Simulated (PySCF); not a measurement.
# Technetium: highly charged ions in a basis for the neutral atom

Tc⁵⁺ [Kr] 4d2, Tc⁶⁺ [Kr] 4d1. All numbers are calculated (PySCF 2.14, scalar relativity through the core potential, in cc-pVDZ-PP with ECP28MDF). No spin-orbit coupling, so a gap to NIST mixes the basis error with missing relativistic terms.

Changed run: basis of the neutral atom used for a highly charged ion. This setting is unsound on purpose.

| species | method | sound run (hartree) | changed run (hartree) | converged |
| --- | --- | --- | --- | --- |
| Tc⁵⁺ | UHF | not run | -74.45257 | yes |
| Tc⁵⁺ | B3LYP | not run | -74.85622 | yes |
| Tc⁵⁺ | PBE0 | not run | -74.83220 | yes |
| Tc⁶⁺ | UHF | not run | -71.78795 | yes |
| Tc⁶⁺ | B3LYP | not run | -72.15906 | yes |
| Tc⁶⁺ | PBE0 | not run | -72.13820 | yes |

Ionisation energy of Tc⁵⁺:

```tsv
method	changed run (eV)	NIST (eV)
UHF	72.508	72 ± 2
B3LYP	73.393	72 ± 2
PBE0	73.307	72 ± 2
```

The contracted functions were made for the neutral atom and can be too rigid for a highly charged ion.
